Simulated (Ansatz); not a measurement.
Coupled-cluster diagnostics for the cluster PdS2 (the lowest singlet isomer of a short search), Ansatz.

Geometry of the singlet (B3LYP-D4/def2-TZVP):

Cartesian coordinates in Å:
```
Pd -0.062 -0.605 -1.242
S -0.830 0.794 0.424
S 0.891 -0.189 0.818
```

In the def2 sets Pd takes a core potential; there is no spin–orbit coupling. Correlated methods freeze 10 core orbitals; core or outer-core shells of Pd are correlated, in sets that lack core-valence functions. The structure comes from a short search, and lower isomers may exist.

Geometry of the charge 0 triplet (B3LYP-D4/def2-TZVP):

```tsv
atom	x (Å)	y (Å)	z (Å)
Pd1	-0.783	1.170	0.157
S2	0.489	-0.653	0.916
S3	0.294	-0.516	-1.074
```

Geometry of the charge 0 quintet (B3LYP-D4/def2-TZVP):

```xyz
3

Pd    0.8935   -0.7350    1.1336
S    -1.2285   -0.1345   -0.2762
S     0.3349    0.8696   -0.8574
```

(1) Estimate the CCSD(T) correlation energy, the shares of MP2 and (T), T1 and the reference's ⟨S²⟩ for: charge 0, singlet, own geometry in def2-TZVPP; charge 0, singlet, own geometry in def2-TZVPD; charge 0, triplet, own geometry in def2-TZVPP; charge 0, quintet, own geometry in def2-TZVPP; charge 1, doublet, vertical in def2-TZVPP; charge -1, doublet, vertical in def2-TZVPD; and the rough time on 2 threads of Arm Neoverse V2 on a shared host.

## Answers

(1) 
| state | basis | correlation (eV) | MP2 share (%) | (T) share (%) | T1 | ⟨S²⟩ (pure) | wall time | remarks |
| --- | --- | --- | --- | --- | --- | --- | --- | --- |
| charge 0, singlet, own geometry | def2-TZVPP | -28.730 | 98.6 | 4.9 | 0.018 | 0.00 (0.00) | 24 s | restricted SCF unstable |
| charge 0, singlet, own geometry | def2-TZVPD | -23.820 | 98.4 | 4.8 | 0.018 | 0.00 (0.00) | 15 s | restricted SCF unstable |
| charge 0, triplet, own geometry | def2-TZVPP | -27.693 | 95.4 | 4.6 | 0.041 | 2.07 (2.00) | 48 s | – |
| charge 0, quintet, own geometry | def2-TZVPP | -26.758 | 95.9 | 4.4 | 0.025 | 6.07 (6.00) | 34 s | – |
| charge 1, doublet, vertical | def2-TZVPP | -27.418 | 94.2 | 5.1 | 0.052 | 1.41 (0.75) | 45 s | flagged by the program, large T1, spin-contaminated |
| charge -1, doublet, vertical | def2-TZVPD | -23.865 | 96.6 | 4.5 | 0.036 | 0.79 (0.75) | 43 s | – |
Customary marks for T1 are 0.02 (closed shells), 0.045 (open shells) and about 0.05 (3d metals). T1 exceeds 0.02 in 4 of 6 rows and 0.045 in 1; the higher it lies, the less the single-reference result can be trusted.
